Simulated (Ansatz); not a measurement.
B3F3. Total charge 0; singlet. Geometry PBE0-D4/def2-SVP, basis def2-TZVP, Ansatz.

```xyz
6

B     0.445    0.661    0.739
B     0.017   -0.676   -0.851
B    -0.884    0.028    0.215
F     1.654    1.034    0.962
F    -2.196    0.069    0.533
F     0.965   -1.117   -1.597
```

```csv
run,HOMO (eV),LUMO (eV)
A,-5.35,-3.97
B,-5.11,-4.04
C,-5.82,-3.65
D,-5.19,-4.15
E,-6.22,-3.27
```

HSE06 is defined as in plane-wave codes, on full-range PBE exchange. The structure comes from a short search, and lower isomers may exist.

Q: The runs used HSE06, PBE, PBE0, r2SCAN, revPBE. Estimate which is which.

A: A r2SCAN (0 % exact exchange); B revPBE (0 % exact exchange); C HSE06 (range-separated); D PBE (0 % exact exchange); E PBE0 (25 % exact exchange). Exact exchange lowers occupied and raises empty levels; among semilocal functionals meta-GGAs tend to open the gap a little, and such runs are hard to tell apart. The gap grows from 1.04 eV (PBE) to 2.94 eV (PBE0). The restricted singlet is unstable towards broken spin symmetry in Hartree–Fock (as tested in another run); at r2SCAN-D4/def2-TZVP, revPBE-D4/def2-TZVP, HSE06-D4/def2-TZVP, PBE-D4/def2-TZVP and others this wasn't settled.
